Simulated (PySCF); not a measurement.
SMILES c1ccc(Cc2nccs2)cc1 (C₁₀H₉NS) (GFN2-xTB optimised geometry):

```
21

C      2.093    -2.221    -4.114
C      2.839    -1.498    -3.197
C      2.407    -1.385    -1.887
C      1.229    -1.997    -1.481
C      0.733    -1.834    -0.064
C     -0.123    -0.620     0.000
N     -1.405    -0.620     0.000
C     -1.920     0.632     0.006
C     -1.006     1.634     0.007
S      0.588     0.988     0.000
C      0.482    -2.713    -2.406
C      0.914    -2.827    -3.715
H      2.430    -2.309    -5.136
H      3.758    -1.020    -3.503
H      2.988    -0.816    -1.175
H      1.577    -1.728     0.620
H      0.129    -2.693     0.230
H     -2.988     0.756     0.012
H     -1.165     2.693     0.012
H     -0.442    -3.178    -2.096
H      0.328    -3.389    -4.427
```

Level of theory: PySCF with CAM-B3LYP/def2-SVP.

### Question
What are the frontier orbital energies and the dipole moment?

### Answer
HOMO-2 -8.53 eV, HOMO-1 -8.48 eV, HOMO -7.95 eV, LUMO 0.43 eV, LUMO+1 1.05 eV; dipole moment 1.13 D.

Meta-Löwdin charges at CAM-B3LYP/def2-SVP: C1 -0.11, C2 -0.10, C3 -0.12, C4 0.02, C5 -0.19, C6 0.05, N7 -0.27, C8 -0.03, C9 -0.25, S10 0.21, C11 -0.11, C12 -0.10, H13 0.10, H14 0.10, H15 0.10, H16 0.11, H17 0.12, H18 0.12, H19 0.13, H20 0.10, H21 0.10.
